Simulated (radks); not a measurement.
Task: Ge4+, 28 electrons, occupied as [Ne] 3s2 3p5 3d10 4s1 (not the ground configuration). All-electron calculation, scalar-relativistic Kohn-Sham, MS2 meta-GGA, spin-polarised, spherical densities, finite nucleus; open shells are filled with parallel spins first; meta-GGA in the generalised Kohn-Sham scheme; Fermi nuclear charge, rms radius 4.0742 fm. Program: a radial shooting solver on a logarithmic mesh with Libxc functionals. Some entries of the table are withheld. Estimate them.

| orbital | occ. | eigenvalue (hartree) | r(max) (bohr) | <r> (bohr) |
|---|---|---|---|---|
| 1s up | 1 | -406.0388 | 0.03072 | 0.04697 |
| 1s down | 1 | -406.0084 | 0.03072 | 0.04696 |
| 2s up | 1 | -53.07493 | 0.1755 | 0.2094 |
| 2s down | 1 | -53.06386 | 0.1756 | 0.2094 |
| 2p up | 3 | -46.56057 | 0.1413 | 0.1836 |
| 2p down | 3 | -46.53065 | 0.1414 | 0.1836 |
| 3s up | 1 | -8.61083 | 0.5401 | 0.6163 |
| 3s down | 1 | -8.48841 | 0.5408 | 0.6178 |
| 3p up | 3 | (1) | 0.5410 | 0.6364 |
| 3p down | 2 | (2) | 0.5418 | 0.6380 |
| 3d up | 5 | -3.29575 | 0.4984 | 0.6894 |
| 3d down | 5 | -3.22084 | 0.4979 | 0.6897 |
| 4s up | 1 | -2.07937 | 1.531 | 1.710 |
| 4s down | 0 | -1.99081 | 1.529 | 1.709 |

Result: 
(1) 3p up eigenvalue (hartree): -6.58350
(2) 3p down eigenvalue (hartree): -6.47627
